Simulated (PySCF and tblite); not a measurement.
The numbers below are computed, except where a source is named.
**Dynamics report: rearrangement**

System: C₆H₅N₃, numbered as in [cH:1]1[cH:2][cH:3][c:4]2[nH:5][n:6][n:7][c:8]2[cH:9]1.

Motion: shift of H on N5 from N5 to N6. Geometries: PBE0-D3(BJ)/def2-SVP; energies: PBE0/pcSseg-1 + D3(BJ), IEF-PCM cyclohexane; zero-point and thermal terms from GFN2-xTB harmonic modes (soft modes blended into free rotors). Rates follow Eyring's equation with the number of equivalent paths and no tunnelling. (PySCF 2.14 with density fitting, tblite 0.8.)

```json
{"point": "start", "symmetry": "Cs", "E(GFN2) kcal/mol": "0.0", "E(DFT) kcal/mol": "0.0", "ZPE change kcal/mol": "0.00", "lowest mode cm⁻¹": "203", "dipole D": "4.64"}
{"point": "saddle", "symmetry": "C1", "E(GFN2) kcal/mol": "48.3", "E(DFT) kcal/mol": "53.9", "ZPE change kcal/mol": "-4.04", "lowest mode cm⁻¹": "1616i", "dipole D": "3.79"}
{"point": "end", "symmetry": "C2v", "E(GFN2) kcal/mol": "0.5", "E(DFT) kcal/mol": "0.3", "ZPE change kcal/mol": "0.35", "lowest mode cm⁻¹": "203", "dipole D": "0.13"}
```

```json
{
  "Electronic barrier": "53.9 kcal/mol",
  "Barrier with zero-point energy": "49.8 kcal/mol",
  "ΔH‡ (298 K)": "49.8 kcal/mol",
  "ΔS‡ (298 K, symmetry apart)": "0.0 cal/(mol K)",
  "Paths": "2 equivalent paths",
  "End point": "a different minimum",
  "Cost": "4.5 min on 1 thread of Arm Neoverse V1, on a host shared with other jobs (rough), peak memory 1 GiB, launched as `OMP_NUM_THREADS=1 python ens_run.py task.json out`"
}
```

```json

```

ΔG and ΔG‡ leave out symmetry numbers and mirror images; rates count paths: 2 out, 4 back.

Tunnelling of the moving H, left out here, will speed the real process. In real samples such hydrogens mostly exchange between molecules or through solvent, far faster than by this path.
